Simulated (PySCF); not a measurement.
# Spinor energies of Cu²⁰⁺ (copper, charge +20)

Start: [He] 2s2 2p5; 2p1/2 filled at m_j = +1/2; 2p3/2 filled at m_j = -3/2, -1/2, +1/2, +3/2. Calculated with PySCF 2.14 in an even-tempered Gaussian basis (18 s from 5.1 bohr⁻², ratio 2.4; 12 p from 6.6 bohr⁻², ratio 2.4; 5 d from 29 bohr⁻², ratio 2.6; 5 f from 43 bohr⁻², ratio 2.6): generalised Hartree-Fock with the X2C-1e Hamiltonian and a Gaussian nucleus; one run each with spin-orbit coupling (SO) screened by Boettger's factors, then bare. This is a chosen level, not necessarily the ground level.

```json
{"spinor shell": "1s1/2", "electrons": "2", "ε, screened SO (eV)": "-9959.0", "ε, bare SO (eV)": "-9959.1", "weight of nominal j (bare SO)": "1.000", "rms radius, bare SO (bohr)": "0.0600"}
{"spinor shell": "2s1/2", "electrons": "2", "ε, screened SO (eV)": "-1950.0", "ε, bare SO (eV)": "-1950.0", "weight of nominal j (bare SO)": "1.000", "rms radius, bare SO (bohr)": "0.246"}
{"spinor shell": "2p1/2", "electrons": "1", "ε, screened SO (eV)": "-1832.8", "ε, bare SO (eV)": "-1834.0", "weight of nominal j (bare SO)": "1.000", "rms radius, bare SO (bohr)": "0.217"}
{"spinor shell": "2p3/2", "electrons": "4", "ε, screened SO (eV)": "-1804.1", "ε, bare SO (eV)": "-1803.6", "weight of nominal j (bare SO)": "1.000", "rms radius, bare SO (bohr)": "0.220"}
```

| quantity | screened SO | bare SO |
| --- | --- | --- |
| E (hartree) | -1394.14956 | -1394.11491 |
| M_J | 1/2 | 1/2 |
| ⟨J²⟩ | 0.750 | 0.750 |
| ⟨L²⟩ | 2.001 | 2.001 |
| ⟨S²⟩ | 0.750 | 0.751 |

Each row is a mean over spinors that exchange with the open shell spreads, by up to 7.506 eV (2p3/2).
